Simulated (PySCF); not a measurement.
# Chlorine: a sound run and one with changed settings

Sound run: Cl+ [Ne] 3s2 3p4, Cl(2+) [Ne] 3s2 3p3. All numbers are calculated (PySCF 2.14, scalar relativity by spin-free X2C-1e, in x2c-SVPall (4s3p1d, 18 functions)). In the sound run the correlated levels freeze [Ne]. The sound run starts from symmetry-adapted Hartree-Fock orbitals and uses a fine grid where one is needed.

Changed run: no relativity, point nucleus. This setting is unsound on purpose.

| species | method | sound run (hartree) | changed run (hartree) | converged |
| --- | --- | --- | --- | --- |
| Cl+ | UHF | -460.28006 | -458.69538 | yes |
| Cl+ | B3LYP | -460.93419 | -459.35040 | yes |
| Cl+ | M06-2X | -460.91452 | -459.33031 | yes |
| Cl+ | MP2 | -460.36910 | -458.78445 | yes |
| Cl+ | CCSD(T) | -460.38921 | -458.80462 | yes |
| Cl(2+) | UHF | -459.44513 | -457.86021 | yes |
| Cl(2+) | B3LYP | -460.04853 | -458.46449 | yes |
| Cl(2+) | M06-2X | -460.03420 | -458.44982 | yes |
| Cl(2+) | MP2 | -459.51770 | -457.93285 | yes |
| Cl(2+) | CCSD(T) | -459.53755 | -457.95280 | yes |

Ionisation energy of Cl+:

| method | sound run (eV) | changed run (eV) |
| --- | --- | --- |
| UHF | 22.720 | 22.726 |
| B3LYP | 24.100 | 24.107 |
| M06-2X | 23.955 | 23.959 |
| MP2 | 23.168 | 23.173 |
| SCS-MP2 | 23.202 | 23.208 |
| CCSD | 23.170 | 23.174 |
| CCSD(T) | 23.175 | 23.179 |

Most of the change in total energy is the relativistic energy itself. On top of that the contraction fixes the core shape for the Hamiltonian it was made with, so the changed run is not a good calculation with the other Hamiltonian either.

For comparison, NIST gives 23.814 eV between the lowest levels.
